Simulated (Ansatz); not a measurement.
Cartesian coordinates in Å:
```
N -0.803 -0.579 -1.525
Nb 0.110 0.086 -0.191
N 0.795 -1.480 0.818
N -1.188 1.158 0.860
O 1.580 1.199 -0.705
H -1.256 -0.906 -2.365
H 0.582 -2.446 0.624
H 1.368 -1.413 1.648
H -2.178 1.225 0.682
H -0.952 1.672 1.697
H 1.941 1.485 -1.543
```

Charge 0, multiplicity 1. Nb takes the def2 core potential.

(1) List the PBE/def2-TZVPP orbital energies in eV (Ansatz 0.2.0). (Estimate.)

Results:

(1) The calculation gave: Occupied: -509.83, -379.64, -379.64, -379.48, -60.49, -36.47, -36.10, -36.03, -23.69, -20.11, -20.00, -18.40, -11.87, -11.57, -11.55, -10.08, -9.16, -9.06, -7.91, -7.63, -6.50, -6.31, -6.10, -5.53. Lowest empty: -1.00, -0.79, -0.58, -0.36, 0.00, 0.10, 0.44, 0.69.
